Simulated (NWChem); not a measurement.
BaClF; SMILES [F][Ba][Cl]

```xyz
3

Ba    -0.3134    -0.3817     0.0000
F      1.2377    -1.9805     0.0000
Cl     0.3770     2.3058     0.0000
```
Atoms are numbered in this order, from 1.

Geometry: optimised at PBE0/def2-SVP. No frequency run checked for a minimum. def2 effective core potentials on Ba; no spin-orbit coupling.

Symmetry labels are those of Cs in the frame above (b1 and b2, or b-type labels, depend on it).

Q: List the 4 lowest vertical singlet excitations from PBE/def2-SVPD with def2 effective core potentials on Ba, TDA (NWChem).

A: 
```
state  energy (eV)  oscillator strength  symmetry  leading excitation (squared amplitude)
-----  -----------  -------------------  --------  --------------------------------------
S1            3.83                0.005        a'                      HOMO → LUMO (1.00)
S2            3.92                0.009        a"                    HOMO−1 → LUMO (1.00)
S3            4.15                0.013        a'                    HOMO−2 → LUMO (0.99)
S4            4.77                0.001        a"                    HOMO → LUMO+2 (0.99)
```
